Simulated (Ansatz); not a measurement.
The cluster Cu₃Cl₆⁺ (the lowest singlet isomer of a short search), 9 atoms. Hardware: 4 threads of Intel Xeon on a shared host.

Correlated methods freeze 57 core orbitals.

Q: How many basis functions does each of these Ansatz runs have, and roughly what does it cost? LC-ωPBE/def2-TZVP, charge 1 singlet, energy, from earlier orbitals; PBE0-D4/def2-TZVP, charge 1 singlet, energy, from earlier orbitals; PBE-D4/def2-TZVP, charge 1 singlet, energy and forces, from earlier orbitals; HF/def2-TZVP, charge 1 singlet, energy, from earlier orbitals; BHLYP-D4/def2-TZVP, charge 1 singlet, energy, from earlier orbitals; r2SCAN-D4/def2-SVP, charge 1 singlet, relaxation, 49 steps; PBE0-D4/def2-SVP, charge 1 singlet, energy, from earlier orbitals; MP2/def2-SVP, charge 1 singlet, energy, from earlier orbitals; HF/STO-3G, charge 1 singlet, energy; r2SCAN-D4/def2-TZVP, charge 1 singlet, energy, from earlier orbitals; RPA@PBE/def2-SVP, charge 1 singlet, energy, from earlier orbitals; PBE0-D4/def2-SVP, charge 1 singlet, energy with a search over starts.

A: Other jobs shared the machine, so times can vary by a factor of up to 3. A dash marks memory too small to be measured apart from the calling script's.

```tsv
run	functions	fitting or Cholesky vectors	wall time	peak host memory (GiB)
HF/STO-3G, charge 1 singlet, energy	108	1074	7.5 s	–
PBE0-D4/def2-SVP, charge 1 singlet, energy, from earlier orbitals	201	2008	9.5 s	0.86
PBE-D4/def2-TZVP, charge 1 singlet, energy and forces, from earlier orbitals	357	2895	11 s	1.1
r2SCAN-D4/def2-TZVP, charge 1 singlet, energy, from earlier orbitals	357	2895	21 s	1.1
PBE0-D4/def2-SVP, charge 1 singlet, energy with a search over starts	201	2008	23 s	0.86
LC-ωPBE/def2-TZVP, charge 1 singlet, energy, from earlier orbitals	357	2895	26 s	1.7
BHLYP-D4/def2-TZVP, charge 1 singlet, energy, from earlier orbitals	357	2674	28 s	1.9
PBE0-D4/def2-TZVP, charge 1 singlet, energy, from earlier orbitals	357	2674	30 s	1.9
HF/def2-TZVP, charge 1 singlet, energy, from earlier orbitals	357	2674	34 s	2.1
RPA@PBE/def2-SVP, charge 1 singlet, energy, from earlier orbitals	201	2008	41 s	1.6
MP2/def2-SVP, charge 1 singlet, energy, from earlier orbitals	201	2008	67 s	2.4
r2SCAN-D4/def2-SVP, charge 1 singlet, relaxation, 49 steps	201	2322	7 min	–
```
